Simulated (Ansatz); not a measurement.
Basis sets compared for As2P. Charge 0, multiplicity 2. Geometry PBE0-D4/def2-TZVP. Ansatz on 4 threads of Arm Neoverse V2 on a shared host; times are rough, and most runs start from earlier orbitals.

```xyz
3

P    -0.1402    0.1076   -1.1949
As    1.1681   -0.5820    0.4194
As   -1.0279    0.4744    0.7754
```

The structure comes from a short search, and lower isomers may exist.

Binding counts from free atoms (P quartet, As quartet) in the same basis, without a counterpoise term.

```csv
level,functions,energy (Eh),HOMO (eV),LUMO (eV),binding per atom (eV),wall time
PBE-D4/def2-SVP,82,-4811.6421,-4.56,-3.90,2.40,0.85 s
PBE-D4/def2-TZVP,133,-4812.3145,-4.60,-3.95,2.46,1.6 s
r2SCAN-D4/def2-TZVP,133,-4813.0865,-4.98,-3.92,2.27,4.6 s
PBE0-D4/def2-SVP,82,-4811.7887,-5.61,-3.19,2.16,1.4 s
PBE0-D4/def2-TZVP (with forces),133,-4812.4604,-5.61,-3.20,2.24,3.9 s
```

(1) Estimate the rows for PBE-D4/def2-TZVPD, r2SCAN-D4/def2-TZVPD, PBE0-D4/def2-TZVPD.

## Answers

(1) 
```tsv
level	functions	energy (Eh)	HOMO (eV)	LUMO (eV)	binding per atom (eV)	wall time
PBE-D4/def2-TZVPD	151	-4812.3162	-4.65	-4.00	2.47	2.4 s
r2SCAN-D4/def2-TZVPD	151	-4813.0878	-5.01	-3.95	2.27	6 s
PBE0-D4/def2-TZVPD	151	-4812.4618	-5.65	-3.25	2.25	3.4 s
```
